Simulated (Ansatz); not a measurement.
System: AsH2, net charge 0, doublet state. 
Coordinates optimised at B3LYP-D3(BJ)/def2-TZVP (Ansatz, a first-principles code):
SMILES: [AsH2]
```xyz
3

As    -0.0239    -0.0491    -0.0281
H     -0.0021     1.4525    -0.3209
H      0.7904     0.1673     1.2490
```
Charge 0, spin multiplicity 2.

Quantity: vertical ionisation energy (to the singlet state of charge +1; each state is the SCF solution reached for its spin; for the singlet the Hartree-Fock reference is unstable and T1 is 0.012), in eV. Valence correlation only, unless marked. UHF or UKS for open shells. No spin-orbit coupling. The frozen core is the preceding noble-gas configuration, with the filled d and f shells of earlier blocks. No relativistic terms. CBS marks a two-point X^-3 extrapolation of the correlation energy; Hartree-Fock from the larger set.

CCSD(T)/CBS(aug-cc-pVTZ,aug-cc-pVQZ) (Ansatz) gives 9.41 eV.

Problem. Another calculation gave 9.51 eV. Which level was it?
A. B2PLYP/def2-TZVPD (Ansatz)
B. r2SCAN/def2-TZVPD (Ansatz)
C. CAM-B3LYP/def2-TZVPD (Ansatz)

Solution. C, CAM-B3LYP/def2-TZVPD (Ansatz). The others give 9.38 (B2PLYP), 9.71 (r2SCAN) eV.
